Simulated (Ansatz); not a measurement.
# Relaxing a trial structure of H5N2OY

The starting geometry of this gas-phase singlet was optimised with GFN2-xTB.

```xyz
9

N    -1.2474   -1.3716    0.2785
N     1.5839    0.1728   -0.4970
O    -0.9417    1.5971    0.4424
Y     0.3837   -0.6480    1.2676
H    -1.6102    1.0224    0.0279
H    -0.3098    1.8045   -0.2652
H     2.5923   -0.0015   -0.5294
H     1.2108   -0.3092   -1.3251
H    -1.6615   -2.2664    0.6003
```

Problem. Predict what becomes of its bonds when it is optimised with PBE0-D4/def2-SVP.

Solution. It rearranges, giving a structure given below by its coordinates. Distances that change by over a tenth: O3–Y4 (2.73 → 2.03 Å). Contacts that open: O3–H5 (0.97 → 3.94 Å). Contacts that close: N1–H5 (2.43 → 1.02 Å).

The energy falls by 3.83 eV over 28 steps:

| step | E − E(last) (eV) |
| --- | --- |
| 1 | 3.834 |
| 4 | 3.038 |
| 7 | 2.725 |
| 10 | 2.629 |
| 13 | 2.420 |
| 16 | 0.976 |
| 19 | 0.280 |
| 22 | 0.039 |
| 25 | 0.000 |
| 28 | 0.000 |

Final geometry (Å):

```xyz
9

N    -1.5316   -1.2384    0.3622
N     1.8926   -0.2649   -0.5991
O    -0.5437    2.2653    0.3577
Y    -0.0757    0.3168    0.0510
H    -2.5008   -1.1416    0.6650
H    -0.7643    3.1836    0.5019
H     2.6941    0.3352   -0.7932
H     2.2196   -1.2149   -0.7795
H    -1.3903   -2.2412    0.2339
```

The end wasn't checked by frequencies. Atoms past krypton carry core potentials, without spin–orbit terms. Run with Ansatz 0.2.0, 68 s on 2 threads of Arm Neoverse V1, on a shared host.
